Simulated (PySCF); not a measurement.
How methods differ on the ionisation energy of Co

Co [Ar] 3d7 4s2 (4F) → Co⁺ [Ar] 3d8 (3F), as a difference of total energies. Calculation: PySCF 2.14, in aug-cc-pwCVTZ-DK; the spin-free X2C one-electron Hamiltonian (Gaussian nucleus). Correlated levels: valence: [Ar] frozen; valence and next inner shell: [Ne] frozen; nothing frozen. The calculations carry no spin-orbit coupling.

```csv
method,ionisation energy (eV)
UHF,8.299
LDA,7.889
PBE,7.777
PBE0,7.868
r2SCAN,7.902
wB97M-V,7.803
TPSSh,7.739
BHandHLYP,8.198
MP2 (valence),7.399
SCS-MP2 (valence),7.402
MP2 (valence and next inner shell),7.047
SCS-MP2 (valence and next inner shell),7.172
MP2 (all electrons),7.031
SCS-MP2 (all electrons),7.166
```

Q: How much does correlation contribute at MP2 (all electrons)?

A: 7.031 − (8.299) = -1.268 eV, measured against UHF.

A first-order spin-orbit estimate (lowest level to lowest level, LS coupling) adds 0.009 eV.

Errors of the correlated levels include the incompleteness of this basis and the frozen core.

MP2 underrates the near-degeneracy of ns² with np² in the lower species.

For comparison: 7.881 eV (measured; NIST Atomic Spectra Database, ionization energies).
